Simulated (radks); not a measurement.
Values are calculated unless marked as measured or tabulated.
Mean orbital radii <r> (bohr) of the lutetium ion Lu56+, [Ne] 3s2 3p3, at several levels of relativity; Dirac values are averaged over j with weights 2j + 1. Spin-unpolarised spherical Kohn-Sham, BLYP, point nucleus unless stated (finite: rms radius 5.37 fm), a radial shooting solver on a logarithmic mesh with Libxc functionals. A level marked "c x" has the speed of light scaled by that factor and shares open shells by 2j + 1; other Dirac levels either fill j = l - 1/2 first or share by 2j + 1.

shell	non-rel.	scalar-rel., finite nucleus	Dirac, 2j+1 shares	Dirac, c x 5	change of magnitude, last against first (%)
1s	0.02134	0.01932	0.01931	0.02126	-0.35
2s	0.08917	0.08091	0.08027	0.08883	-0.38
2p	0.07542	0.07190	0.07145	0.07527	-0.20
3s	0.2106	0.1957	0.1951	0.2100	-0.28
3p	0.1989	0.1917	0.1908	0.1985	-0.16
